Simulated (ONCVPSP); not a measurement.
Before and after: ONCV potential for nitrogen

- Element: N
- Generator: ONCVPSP 4.0.1
- Type: optimised norm-conserving Vanderbilt (ONCV)
- Functional: BLYP
- Relativity: scalar-relativistic
- Frozen core: [He]
- Valence charge: 5
- Reference configuration: 2s1.5 2p3.5
- Partial waves: 2s: rc 1.00 bohr, ncon 4, nbas 8, qcut 5.6 1/bohr, 1 projector; 2p: rc 2.60 bohr, ncon 4, nbas 7, qcut 6.2 1/bohr, 2 projectors, debl 2.3 Ha; d scattering state at 0.3 Ha: rc 2.30 bohr, ncon 4, nbas 8, qcut 3.7 1/bohr, 1 projector
- Local potential: polynomial inside 1.00 bohr (lpopt 5, dvloc0 6 Ha)
- Core correction: none

All-electron outer shells of the reference configuration (BLYP, scalar-relativistic, ld1.x):

```json
{"shell": "1s", "level (eV)": "-385.76", "outermost node (bohr)": "–", "outermost maximum (bohr)": "0.15"}
{"shell": "2s", "level (eV)": "-18.67", "outermost node (bohr)": "0.32", "outermost maximum (bohr)": "1.00"}
{"shell": "2p", "level (eV)": "-7.27", "outermost node (bohr)": "–", "outermost maximum (bohr)": "0.97"}
```

Change: p: qcut 8.8.

Cutoffs: the cutoffs (Ha) at which the residual kinetic energy of the hardest occupied pseudo-wave falls to 1 and 0.1 mHa per electron; they do not see the model core or the augmentation charge, which bear on the density cutoff. Errors are all-electron minus pseudo energies relative to the spin-unpolarised reference configuration.

**Question.** How do hardness, ghosts and transferability respond?

**Answer.** The potential gets neither clearly harder nor softer (91 Ha and 169 Ha → 91 Ha and 169 Ha); the s channel sets the loose cutoff, while the largest relative change is in p, which becomes harder; of the 4 tests that both files solve, the error grows in 1 and shrinks in 3 by more than 15 % and 0.3 meV (median size 141.2 → 101.3 meV); neither file shows a bound ghost.

```tsv
quantity	base	changed
cutoff, loose	91 Ha	91 Ha
cutoff, tight	169 Ha	169 Ha
loose cutoff by channel	s 91 Ha, p 12 Ha	s 91 Ha, p 14 Ha
bound ghosts	none	none
GHOST(+) flags under 300 eV	none	none
error for 2s2 2p3, meV [ΔE -5.70 eV]	-4.9	-1.4
error for 2s2 2p2, meV [ΔE 7.88 eV]	+278	+198
error for 2s2 2p1, meV [ΔE 36.75 eV]	+1469	+1061
error for 2s1 2p3, meV [ΔE 19.53 eV]	-0.4	-4.3
s: phases at 1.01 bohr within 0.05 rad from the reference energy up to (Ha; the scan ends near 5)	4.2	4.2
p: phases at 2.64 bohr within 0.05 rad from the reference energy up to (Ha; the scan ends near 5)	3.2	3.3
d: phases at 2.33 bohr within 0.05 rad from the reference energy up to (Ha; the scan ends near 5)	2.6	2.6
```
